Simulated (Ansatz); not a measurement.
Cost and result for the atomization energy of CH5F2NSi (`FCN[SiH2]F`) (10 atoms, 9 bonds).

```json
{"atom": "F1", "x (Å)": "-2.009", "y (Å)": "-0.865", "z (Å)": "-0.276"}
{"atom": "C2", "x (Å)": "-0.700", "y (Å)": "-0.918", "z (Å)": "-0.749"}
{"atom": "N3", "x (Å)": "-0.010", "y (Å)": "0.297", "z (Å)": "-0.560"}
{"atom": "Si4", "x (Å)": "0.826", "y (Å)": "0.733", "z (Å)": "0.867"}
{"atom": "F5", "x (Å)": "-0.104", "y (Å)": "1.317", "z (Å)": "2.028"}
{"atom": "H6", "x (Å)": "-0.770", "y (Å)": "-1.173", "z (Å)": "-1.809"}
{"atom": "H7", "x (Å)": "-0.199", "y (Å)": "-1.720", "z (Å)": "-0.201"}
{"atom": "H8", "x (Å)": "-0.264", "y (Å)": "1.019", "z (Å)": "-1.218"}
{"atom": "H9", "x (Å)": "1.780", "y (Å)": "1.809", "z (Å)": "0.521"}
{"atom": "H10", "x (Å)": "1.451", "y (Å)": "-0.498", "z (Å)": "1.397"}
```

Total charge 0; spin multiplicity 1. Geometry: relaxed with PBE0-D4/def2-TZVP. It is one conformer, not always the lowest. Program: Ansatz. All runs use 4 threads of an AMD EPYC 7B13 on a shared host. Times are those of one run each, without the atoms' runs, and a repeat can differ threefold. Electronic energies, without spin–orbit coupling; frozen cores. CCSD(T)/CBS adds CCSD(T) − MP2 in def2-TZVPP to the MP2 limit, and its time is that of the two runs behind it. T1 = 0.011. B3LYP takes the VWN-RPA correlation (the form of Gaussian; ORCA's B3LYP/G).

CCSD(T)/CBS is a level of theory with its own doubt, some kJ/mol a heavy atom from the limit and from the frozen cores, so smaller differences don't rank the functionals.

```
                             level  functions  wall time
   PBE-D4/def2-TZVPP (with forces)        236      1.8 s
                PBE0-D4/def2-TZVPP        236      2.2 s
 B3LYP-D4/def2-TZVPP (with forces)        236        3 s
r2SCAN-D4/def2-TZVPP (with forces)        236      3.3 s
                 B2PLYP/def2-TZVPP        236      3.7 s
                ωB97X-V/def2-TZVPP        236      4.6 s
  ωB97M-V/def2-TZVPP (with forces)        236      6.5 s
                    MP2/def2-QZVPP        448       13 s
                CCSD(T)/def2-TZVPP        236       93 s
                 CCSD(T)/CBS(def2)          –      110 s
```

(1) What atomization energy does each give, and how far from CCSD(T)/CBS? (Best estimate.)

## Answers

(1) Computed: 
```tsv
level	atomization (kcal/mol)	difference from CCSD(T)/CBS	per bond
PBE-D4/def2-TZVPP (with forces)	896.4	12.8	1.4
PBE0-D4/def2-TZVPP	876.8	-6.8	-0.8
B3LYP-D4/def2-TZVPP (with forces)	881.5	-2.1	-0.2
r2SCAN-D4/def2-TZVPP (with forces)	879.8	-3.8	-0.4
B2PLYP/def2-TZVPP	873.3	-10.3	-1.1
ωB97X-V/def2-TZVPP	886.3	2.7	0.3
ωB97M-V/def2-TZVPP (with forces)	884.9	1.3	0.1
MP2/def2-QZVPP	891.4	7.8	0.9
CCSD(T)/def2-TZVPP	857.3	-26.3	-2.9
CCSD(T)/CBS(def2)	883.6	0.0	0.0
```

In def2-TZVPP, CCSD(T) changes the Hartree–Fock value by +225.3 kcal/mol (the triples alone add +12.6 kcal/mol) and MP2 by +243.5 kcal/mol; breaking electron pairs costs correlation energy, which Hartree–Fock lacks. The D4 term adds +6.6 kcal/mol with B3LYP and +3.4 kcal/mol with PBE0; it sums over pairs of atoms, weighted by their polarisabilities, and B3LYP, whose exchange is more repulsive, gets the larger term. From PBE to PBE0 (25 % exact exchange), in def2-TZVPP and without D4, the atomization energy moves by −19.0 kcal/mol: exact exchange takes away binding that semilocal exchange gives to molecules.
